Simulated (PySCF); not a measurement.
Electron correlation in Te⁴⁰⁺ (tellurium, charge +40)

Starting occupation: [Ne] 3s2. Computed with PySCF 2.14 in an uncontracted even-tempered set (18 s from 2.9 bohr⁻², ratio 2.6; 14 p from 3.8 bohr⁻², ratio 2.6; 6 d from 3.9 bohr⁻², ratio 2.8; 4 f from 55 bohr⁻², ratio 2.8), with X2C-1e with screened-nucleus spin-orbit coupling, Gaussian nucleus. Frozen: 1s2; 10 electrons correlated; the 54 highest virtual spinors left out.

MP2 pair energies summed by pair of shells (mhartree):

| pair | energy | share (%) |
| --- | --- | --- |
| 3s1/2-3s1/2 | -108.87 | 23.3 |
| 2p1/2-2p3/2 | -99.14 | 21.2 |
| 2p3/2-2p3/2 | -94.66 | 20.3 |
| 2p3/2-2s1/2 | -40.90 | 8.8 |
| 2p3/2-3s1/2 | -40.32 | 8.6 |
| 2p1/2-2p1/2 | -23.19 | 5.0 |
| 2p1/2-2s1/2 | -21.00 | 4.5 |
| 2p1/2-3s1/2 | -18.59 | 4.0 |
| 2s1/2-2s1/2 | -10.96 | 2.3 |
| 2s1/2-3s1/2 | -9.16 | 2.0 |

Total MP2 correlation energy: -466.79 mhartree.

The virtual space was cut to 56 spinors, which keep -411.80 of the -466.79 mhartree of MP2 correlation.

```json
{"level": "CCSD", "correlation energy (mhartree)": "-442.83"}
```

Diagnostics: T1 = 0.00019, largest double amplitude 0.085.

Task: Is a single reference adequate?

Result: Mostly. T1 lies below 0.03, but a double amplitude of this size points to a near-degeneracy that CCSD handles and MP2 describes poorly.

The coupled-cluster values are those of the cut space; adding the MP2 remainder, -54.99 mhartree, estimates the full space.

At this charge the one-electron X2C treatment keeps the bare 1/r₁₂, with no two-electron picture change or Breit term. The effect here is smaller than on the frozen 1s shell.
